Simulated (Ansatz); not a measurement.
Calculated with Ansatz (gas phase, PBE0-D4/def2-TZVP geometries, no zero-point term in ΔE). CCSD(T)/CBS is the MP2 limit (def2-TZVPP, def2-QZVPP) plus CCSD(T) − MP2 in def2-TZVPP, frozen cores. Double bonds are as drawn, so ΔE can hold a change between cis and trans. Functionals use def2-TZVPP. B3LYP here is the variant with VWN-RPA as its local correlation; programs differ in this. One conformer a species, not always the lowest.

`B[SiH2]C(=N)O` + `CO/C=C/O` → `B[SiH2]/C=C/O` + `COC(=N)O`  (formal exchange of groups at the Si–C bond)

| level | ΔE (kJ/mol) | difference from CCSD(T)/CBS |
| --- | --- | --- |
| PBE-D4 | -114.9 | -27.6 |
| r2SCAN-D4 | -118.1 | -30.8 |
| PBE0-D4 | -114.7 | -27.4 |
| ωB97X-V | -91.3 | -4.0 |
| ωB97M-V | -99.2 | -11.9 |
| B2PLYP | -84.6 | 2.7 |
| PBE | -112.3 | -25.0 |
| PBE0 | -112.7 | -25.4 |
| B3LYP | -74.5 | 12.8 |
| HF/def2-TZVPP | -34.7 | 52.6 |
| MP2/def2-TZVPP | -111.2 | -23.9 |
| SCS-MP2/def2-TZVPP | -86.6 | 0.7 |
| CCSD/def2-TZVPP | -78.4 | 8.9 |
| HF/def2-QZVPP | -34.0 | 53.3 |
| HF/CBS(def2) | -34.0 | 53.3 |
| CCSD/CBS(def2) | -77.0 | 10.3 |
| CCSD(T)/CBS | -87.3 | 0 |

Largest T1 diagnostic among the species: 0.014.

The D4 term adds −4.3 kJ/mol with B3LYP and −2.0 kJ/mol with PBE0; it sums over pairs of atoms, weighted by their polarisabilities, and B3LYP, whose exchange is more repulsive, gets the larger term. In def2-TZVPP, CCSD(T) changes the Hartree–Fock value by −54.0 kJ/mol (the triples alone add −10.3 kJ/mol) and MP2 by −76.6 kJ/mol.
